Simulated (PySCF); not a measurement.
SCF from a fresh guess for doublet PbCl3, at the PBE0 minimum. PySCF input:

```python
from pyscf import gto, scf, dft
mol = gto.M(atom='''
Pb     0.000000     0.000000    -0.266363
Cl     2.347025     0.000024     0.548558
Cl    -1.173533     2.032571     0.548558
Cl    -1.173491    -2.032595     0.548558''',
    basis={'Pb': 'def2-SVP', 'Cl': 'def2-SVP'},
    ecp={'Pb': 'def2-SVP'},
    charge=0, spin=1)
mf = dft.UKS(mol, xc='PBE0')
mf.grids.atom_grid = (50, 194)
aux = {'Pb': 'def2-universal-JKFIT', 'Cl': 'def2-universal-JKFIT'}
mf = mf.density_fit(auxbasis=aux)
mf.conv_tol = 1e-08
mf.diis_space = 10
mf.max_cycle = 60
mf.init_guess = 'minao'
mf.verbose = 4
mf.kernel()
```

Excerpt of the output (cycles alone):

```
init E= -1548.73535971429
cycle= 1 E= -1571.34855903277  delta_E= -22.6  |g|= 1.47  |ddm|= 9.46
cycle= 2 E= -1570.81113397433  delta_E= 0.537  |g|= 1.91  |ddm|= 4.85
cycle= 3 E= -1572.65896017025  delta_E= -1.85  |g|= 0.127  |ddm|= 2.35
cycle= 4 E= -1572.67193620806  delta_E= -0.013  |g|= 0.0289  |ddm|= 0.342
cycle= 5 E= -1572.67262797989  delta_E= -0.000692  |g|= 0.00864  |ddm|= 0.0552
cycle= 6 E= -1572.67268548745  delta_E= -5.75e-05  |g|= 0.00191  |ddm|= 0.0151
cycle= 7 E= -1572.67269235283  delta_E= -6.87e-06  |g|= 0.000819  |ddm|= 0.00722
cycle= 8 E= -1572.67269293893  delta_E= -5.86e-07  |g|= 0.000404  |ddm|= 0.00206
cycle= 9 E= -1572.67269308249  delta_E= -1.44e-07  |g|= 0.000185  |ddm|= 0.00102
cycle= 10 E= -1572.67269311891  delta_E= -3.64e-08  |g|= 3.79e-05  |ddm|= 0.00045
cycle= 11 E= -1572.6726931222  delta_E= -3.29e-09  |g|= 9.69e-06  |ddm|= 0.000186
Extra cycle  E= -1572.67269312234  delta_E= -1.43e-10  |g|= 6.44e-06  |ddm|= 3.44e-05
converged SCF energy = -1572.67269312234  <S^2> = 0.75728391  2S+1 = 2.0072707
```

No lower solution of this spin was found by a stability analysis within the unrestricted form.

With an element this heavy the missing spin–orbit coupling can shift these numbers.

The search for the lowest solution, with the stability check, took 8.6 s on 2 threads of a shared Arm Neoverse N1 host, with 80 basis functions; the process peaked at 0.31 GiB. Launch command: `OMP_NUM_THREADS=2 python axn.py task.json out`.
